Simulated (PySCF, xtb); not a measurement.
C3H7NOSi, SMILES C1=CO[SiH2]NC1.

GFN2-xTB in xtb at its own geometry gives an orbital gap of 4.64 eV and a dipole moment of 1.83 D.

Coordinates come from a B3LYP-D3(BJ)/def2-SVP optimisation. This is a generated structure with no PubChem entry under its InChIKey; it may be hypothetical. The values are those of a single conformer.

Problem. What does PBE/def2-TZVP (PySCF) give? (An estimate is asked for; the answer gives what the named calculation found.)

Solution. gap 4.71 eV (levels -5.19 and -0.48 eV), dipole 1.87 D.
